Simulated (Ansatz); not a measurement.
Reaction (redistribution): `[OH][Al]([F])[TeH]` + `[NH2][AlH][SiH2]O` → `[NH2][Al]([F])[TeH]` + `[OH][AlH][SiH2]O`

Calculated with Ansatz (gas phase, PBE0-D4/def2-TZVP geometries, no zero-point term in ΔE). CBS: MP2 limit from def2 TZ/QZ plus the TZ coupled-cluster correction, frozen cores. DFT in def2-TZVPP. B3LYP here is the variant with VWN-RPA as its local correlation; programs differ in this. Elements past krypton have def2 core potentials. For Te outer-core shells are correlated without core-valence functions, which leaves a few kJ/mol of doubt a bond. Each species was taken in one conformer, which may not be the lowest.

```csv
level,ΔE (kJ/mol)
PBE-D4,5.2
r2SCAN-D4,4.9
PBE0-D4,4.3
PBE-QIDH,3.7
B3LYP,3.7
HF/def2-SVP,0.9
CCSD(T)/def2-SVP,4.8
HF/def2-QZVPP,2.0
```

**Question.** What does CCSD(T)/CBS give? (An estimate is asked.)

**Answer.** Computed: +3.8 kJ/mol. The listed levels differ from it by 1.4, 1.1, 0.5, -0.1, -0.1, -2.9, 1.0, -1.8 kJ/mol.

Largest T1 diagnostic among the species: 0.013.

Leaving LDA and LC-ωPBE aside and taking each functional with its dispersion term where it has one, the values, not all of them listed here, spread over 2.3 kJ/mol, from ωB97X-V to revPBE-D4.
